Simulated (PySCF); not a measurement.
**BPb⁺: one state, many levels of theory**

State: ³Π (triplet), unpaired electrons σ ↑, π ↑. Set-up: B cc-pVDZ, Pb cc-pVDZ-PP with ECP60; scalar-relativistic core potentials (PySCF 2.14). De refers to B + Pb⁺ in their high-spin ground configurations, without counterpoise correction. The functionals are run spin-unrestricted. A positive dipole points towards Pb; it is taken about the centre of mass and depends on that origin. Levels whose curve was spin-contaminated or gave no clean fit are not listed.

```
      Level  Re (Å)  ωe (cm⁻¹)  De (eV)  μ (D)
   UHF-CCSD   2.526        334      n/a    n/a
UHF-CCSD(T)   2.517        344      n/a    n/a
        LDA   2.457        390      n/a  -1.55
        PBE   2.505        363      n/a  -1.44
     PBEsol   2.481        376      n/a  -1.53
     r²SCAN   2.475        383      n/a  -1.52
       PBE0   2.467        383      n/a  -1.45
     B2PLYP   2.479        383      n/a  -1.72
```

(1) What does the triples do here, going from UHF-CCSD to UHF-CCSD(T)?

Correlated steps freeze 5 core orbitals. These are scalar-relativistic numbers at best; spin–orbit coupling would shift them, the dissociation energy most. B2PLYP dipoles, levels and charges come from its SCF part alone. The state is the lowest determinant that a PBE0 search found; another state may lie lower at other levels.

The whole job (state search and all levels along the bond) took about 1.2 min on 1 thread of Arm Neoverse V2 (shared host), peak memory 0.43 GiB.

Answers

(1) UHF-CCSD(T) less UHF-CCSD: -0.9 pm in Re, +3.0 % in ωe. Correlation nearly always deepens the well. The bond shortens, as in weak, metallic or heavy-atom bonds, where dispersion and the correlation of outer-core electrons pull the atoms together.
